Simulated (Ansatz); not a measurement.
`[SiH3]OBCl` + `C=C(N)S` → `C=C(N)S[SiH3]` + `OBCl`  (ligand exchange at the Si–O bond)

Isolated molecules relaxed with PBE0-D4/def2-TZVP in Ansatz; ΔE leaves out vibrations. CBS: MP2 limit from def2 TZ/QZ plus the TZ coupled-cluster correction, frozen cores. This one scheme is used for every species. Functionals use def2-TZVPP. HSE06 is defined as in plane-wave codes. Each species was taken in one conformer, which may not be the lowest.

```csv
level,ΔE (eV)
HSE06,0.14
MP2/def2-TZVPP,0.22
```

(1) What does CCSD(T)/CBS give? (Estimate.)

Largest T1 diagnostic among the species: 0.012.

Results:

(1) Ansatz gave: +0.24 eV. The listed levels differ from it by -0.10, -0.02 eV.

At CCSD(T), def2-SVP lies −0.07 eV from the extrapolated value and def2-TZVPP +0.01 eV. In def2-TZVPP, CCSD(T) changes the Hartree–Fock value by −0.21 eV (the triples alone add −0.04 eV) and MP2 by −0.24 eV.
